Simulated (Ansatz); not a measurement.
The same path of AlClH₄O₂S (9 atoms, charge 0, multiplicity 1) was run twice with different band settings. Lost on the way: S7–H9. Made: O2–H9.

These are results of RKS PBE/def2-SVP in Ansatz, not measurements.

Relaxed end points:

```xyz
9
Properties=species:S:1:pos:R:3
Al -0.120 0.114 0.282
O -0.571 -0.198 1.941
H -0.760 -1.096 2.258
O 1.515 -0.235 -0.157
H 1.747 -0.401 -1.084
Cl -1.622 0.005 -1.232
S 0.039 2.530 1.031
H 1.387 2.387 1.183
H -0.230 1.814 2.178
```

```xyz
9
Properties=species:S:1:pos:R:3
Al 0.101 0.553 0.159
O -0.322 -0.190 1.975
H -1.234 -0.553 1.943
O 1.655 -0.014 -0.307
H 1.783 -0.750 -0.924
Cl -1.686 -0.183 -0.783
S 0.053 2.667 0.902
H 1.413 2.711 0.985
H -0.379 0.678 2.451
```

Common settings: movable images 7; climbing image yes; optimiser quadratic models (default); start path through a guess of the saddle point; force threshold 0.05 eV/Å; iteration limit 60; end points relaxed.

| run | spring |
| --- | --- |
| 1 | 5.0 eV/Å² |
| 2 | 50.0 eV/Å² |

What does each run give, and how far can it be trusted?

Run 1: converged after 14 iterations, highest image 0.062 eV above the first end. A vibrational analysis at the climbing image gives one clearly imaginary mode, 467i cm⁻¹: a first-order saddle point.
Run 2: converged after 12 iterations, highest image 0.062 eV above the first end. Another band between the same ends (7 images) ends at a top of the same energy, where a vibrational analysis finds 1 clearly imaginary mode.
The orbitals stay closed-shell, which can raise the energy where a bond breaks towards radicals; this wasn't checked here.
